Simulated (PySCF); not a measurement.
Two species compared at the same levels of theory.

First species: C₆H₁₄NP.
SMILES: `C=CP(C)CN(C)C`

Second species: C6H14NP.
SMILES: `CC(C)=PCN(C)C`

Levels: PBE0/pcSseg-1 for dipole moment, HOMO energy, LUMO energy and HOMO–LUMO gap; GFN2-xTB for rotational constant A and rotational constant C. Geometries: GFN2-xTB. All species are isolated and taken at one optimised geometry, non-relativistic unless stated. Electronic properties by PySCF.

Dipoles, sizes and rotational constants follow the conformer. The torsions of the flexible species, by atom-mapped SMILES:
- `[CH2:1]=[CH:2][P:3]([CH3:4])[CH2:5][N:6]([CH3:7])[CH3:8]`: C1–C2–P3–C4 30°, C2–P3–C5–N6 -164°, P3–C5–N6–C7 -69°
- `[CH3:1][C:2]([CH3:3])=[P:4][CH2:5][N:6]([CH3:7])[CH3:8]`: C2–P4–C5–N6 -176°, P4–C5–N6–C7 164°

```tsv
property	column X	column Y
dipole moment	2.02 D	1.37 D
HOMO energy	-6.11 eV	-6.11 eV
LUMO energy	-1.03 eV	0.03 eV
HOMO–LUMO gap	5.08 eV	6.14 eV
rotational constant A	3.805 GHz	3.366 GHz
rotational constant C	0.717 GHz	0.870 GHz
```

**Question.** Which column belongs to which species?

**Answer.** Column X is the second species and column Y the first. The first has 22 atoms and 72 electrons, the second 22 and 72.

**Question.** How does each property change from the first species to the second?

**Answer.** dipole moment +0.65 D; HOMO energy 0.00 eV; LUMO energy -1.06 eV; HOMO–LUMO gap -1.06 eV; rotational constant A +0.439 GHz; rotational constant C -0.153 GHz.

On the first: A dipole of 1.37 D is allowed in C1, and pure rotational transitions are dipole-allowed. The dipole equals about 4.6 × 10⁻³⁰ C·m (1 D = 3.33564 × 10⁻³⁰ C·m).

On the second: In atomic units the dipole is 0.79 e·bohr (1 au = 2.5417 D).
